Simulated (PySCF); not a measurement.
Input file for PySCF: R-HF/STO-3G on C2H6Te (SMILES CC[TeH]), a point of a bond scan (R = 1.635 Å).

```python
from pyscf import gto, scf, dft, mp
from pyscf.data.elements import chemcore

mol = gto.M(
    atom='''
    Te   -0.44138321   -0.15496471    0.45191112
    H    -1.52418312   -0.01188723   -0.80338633
    C     1.28066949   -0.19807008   -0.88149492
    C     1.48408250    1.08238371   -1.67198061
    H     1.15128398   -1.06511094   -1.52490576
    H     2.11709438   -0.39946418   -0.21240134
    H     1.66832990    2.37140342   -0.68267258
    H     0.63484937    1.28423347   -2.32607898
    H     2.37745653    1.00278155   -2.29931040
    ''',
    basis='sto-3g',
    charge=0, spin=0, verbose=3, max_memory=1800)
mf = scf.RHF(mol)
mf.conv_tol = 1e-8
mf.max_cycle = 100
mf.kernel()
if not mf.converged:
    mf = mf.newton().run(mf.mo_coeff, mf.mo_occ)
```

The log:

```
converged SCF energy = -6625.30530756285
```

Self-consistency was reached.

Cost: very roughly 0.5 core-seconds.
